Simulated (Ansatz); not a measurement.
C2H8BrGaGeOZn (`[CH3][GeH2][Ga]([CH2]O)[Zn][Br]`) at its PBE0-D4/def2-TZVP geometry, where that method's forces vanish. Total charge 0; spin multiplicity 1.

| atom | x (Å) | y (Å) | z (Å) |
| --- | --- | --- | --- |
| C1 | 0.4792 | -1.9662 | 1.9476 |
| Ge2 | -0.5935 | -1.8103 | 0.3081 |
| Ga3 | -0.4157 | 0.3594 | -0.8296 |
| C4 | 0.7488 | 1.7859 | -0.0645 |
| O5 | 0.6769 | 2.9288 | -0.9028 |
| Zn6 | -1.5359 | 1.0340 | -2.8786 |
| Br7 | -2.5932 | 1.6497 | -4.7988 |
| H8 | 0.1728 | -1.2121 | 2.6736 |
| H9 | 1.5369 | -1.8229 | 1.7232 |
| H10 | 0.3470 | -2.9533 | 2.3924 |
| H11 | -0.1748 | -2.9357 | -0.6666 |
| H12 | -2.0750 | -2.0843 | 0.6582 |
| H13 | 0.4143 | 2.0055 | 0.9609 |
| H14 | 1.7762 | 1.3994 | 0.0177 |
| H15 | 1.2359 | 3.6220 | -0.5409 |

Question: For each bond, give half the difference of the two atoms' forces along it (eV/Å; positive pushes the atoms apart) under PBE-D4, r2SCAN-D4, B3LYP-D4, ωB97M-V in def2-TZVPP. (Estimate.)

Answer: Ansatz gave: 
| bond | length (Å) | PBE-D4 | r2SCAN-D4 | B3LYP-D4 | ωB97M-V |
| --- | --- | --- | --- | --- | --- |
| C1–Ge2 | 1.965 | 0.07 | 0.07 | 0.20 | 0.05 |
| C1–H8 | 1.091 | 0.09 | -0.02 | -0.07 | -0.04 |
| C1–H9 | 1.091 | 0.09 | -0.02 | -0.07 | -0.04 |
| C1–H10 | 1.091 | 0.10 | -0.02 | -0.07 | -0.05 |
| Ge2–Ga3 | 2.456 | -0.08 | -0.03 | -0.01 | 0.00 |
| Ge2–H11 | 1.547 | 0.08 | -0.04 | -0.04 | -0.08 |
| Ge2–H12 | 1.547 | 0.08 | -0.04 | -0.04 | -0.08 |
| Ga3–C4 | 1.994 | 0.05 | -0.02 | 0.08 | -0.07 |
| Ga3–Zn6 | 2.431 | -0.11 | -0.08 | -0.12 | -0.03 |
| C4–O5 | 1.419 | 0.23 | 0.28 | 0.32 | 0.36 |
| C4–H13 | 1.101 | 0.10 | -0.03 | -0.13 | -0.12 |
| C4–H14 | 1.101 | 0.10 | -0.03 | -0.13 | -0.12 |
| O5–H15 | 0.961 | 0.40 | 0.01 | -0.05 | -0.12 |
| Zn6–Br7 | 2.277 | 0.13 | -0.02 | 0.19 | -0.02 |

B3LYP here is the variant with VWN-RPA as its local correlation; programs differ in this.
